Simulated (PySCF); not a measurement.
# Electronic structure of Sc⁺ (scandium, charge +1) at the wB97M-V level

Configuration: [Ar] 3d1 4s1, high-spin 3D determinant. All numbers are calculated (PySCF 2.14, the spin-free X2C one-electron Hamiltonian (Gaussian nucleus), in x2c-QZVPPall with one added diffuse shell each of s, p, d, f, g type (12s8p6d4f3g, 121 functions)).

```
Total energy                                                  : -763.903 hartree
One-electron energy                                           : -1039.777 hartree
Hartree (Coulomb) energy                                      : 314.904 hartree
Exchange-correlation energy                                   : -39.029 hartree
⟨S²⟩                                                          : 2.0005
⟨L²⟩                                                          : 6.008
Sum of ⟨r⟩                                                    : 16.90 bohr
Sum of ⟨r²⟩                                                   : 29.94 bohr²
Traceless quadrupole moment −½Σ⟨3z² − r²⟩ along its main axis : 0.854 e·bohr²
Langevin diamagnetic susceptibility                           : -23.7 ×10⁻⁶ cm³/mol
Time after the integrals                                      : about 15 core-seconds
```

```csv
shell,electrons,mean orbital energy (hartree),spread (hartree),"rms radius, mean of both spins (bohr)"
1s α,1,-163.25536,0,0.0844
1s β,1,-163.25373,0,0.0844
2s α,1,-18.27190,0,0.372
2s β,1,-18.26053,0,0.372
2p α,3,-14.96581,0.00829,0.341
2p β,3,-14.95659,0.01711,0.341
3s α,1,-2.54260,0,1.15
3s β,1,-2.50786,0,1.15
3p α,3,-1.69493,0.00509,1.27
3p β,3,-1.65649,0.04179,1.27
3d α,1,-0.53690,0,1.91
4s α,1,-0.45935,0,3.61
```

Densities and radii are taken from the X2C orbitals without a picture-change correction, which distorts them close to the nucleus.
